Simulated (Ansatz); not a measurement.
Total energies of F$_{2}$H$_{3}$Si$_{2}$ (`F[SiH][SiH2]F`) radical.

Z-matrix (Å, degrees):
```
Si
Si 1 2.353
F 1 1.605 2 106.6
H 1 1.484 2 109.6 3 -117.6
H 1 1.487 2 114.6 3 118.7
F 2 1.611 1 108.9 3 168.0
H 2 1.492 1 115.3 3 -71.8
```

The species carries charge 0 and has multiplicity 2. The geometry is a stationary point of PBE0-D4/def2-TZVP. It is one conformer, not always the lowest. Basis def2-TZVPP, Ansatz 0.2.0.

RPA on PBE orbitals: Hartree–Fock energy of these orbitals -778.62223 Eh, correlation -1.17514 Eh (frozen core).

```csv
functional,energy without D4 (Eh),D4 term (kJ/mol)
LDA (SPW92),-777.03675,–
PBE,-780.15547,-13.3
revPBE,-780.45586,-36.8
r2SCAN,-780.51573,-3.0
B97M-V,-780.42622,–
PBE0,-780.21223,-11.2
B3LYP,-780.69404,-21.7
r2SCANh,-780.50155,-3.3
HSE06 (plane-wave form),-780.19091,-10.6
BHLYP,-780.58144,-18.1
CAM-B3LYP,-780.61900,-11.5
ωB97X-V,-780.48559,–
B2PLYP,-780.30335,–
PBE-QIDH,-780.01836,–
```

Give the same for BLYP, r2SCAN0, LC-ωPBE, ωB97M-V. (Estimate.)

Ansatz gave: 
```csv
functional,energy without D4 (Eh),D4 term (kJ/mol)
BLYP,-780.62916,-29.0
r2SCAN0,-780.48143,-3.7
LC-ωPBE,-780.35750,–
ωB97M-V,-780.55013,–
```

B3LYP takes the VWN-RPA correlation (the form of Gaussian; ORCA's B3LYP/G). HSE06 is the plane-wave form, built on full-range PBE exchange. The double hybrids freeze the cores in their second-order part.

LC-ωPBE has ω = 0.4 bohr⁻¹.
